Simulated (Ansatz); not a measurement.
Calculated with Ansatz (gas phase, PBE0-D4/def2-TZVP geometries, no zero-point term in ΔE). CCSD(T)/CBS adds triple-zeta CCSD(T) − MP2 to the extrapolated MP2 energy (def2 sets, frozen cores). DFT in def2-TZVPP. Elements past krypton have def2 core potentials. For Br, Ge, Sn outer-core shells are correlated without core-valence functions, which leaves a few kJ/mol of doubt a bond. Scalar relativity is left out up to krypton. One conformer a species, not always the lowest.

`C[O][GeH2][SH]` + `[OH][Sn][Br]` → `C[O][Sn][Br]` + `[OH][GeH2][SH]`  (substitution at a C–O bond)

```json
{"level": "PBE-D4", "ΔE (kJ/mol)": "-11.3"}
{"level": "SCS-MP2/def2-TZVPP", "ΔE (kJ/mol)": "-9.4"}
```

Problem. What does CCSD(T)/CBS give? (Estimate.)

Solution. The calculation gave: -9.7 kJ/mol. The listed levels differ from it by -1.6, 0.3 kJ/mol.

Largest T1 diagnostic among the species: 0.015.
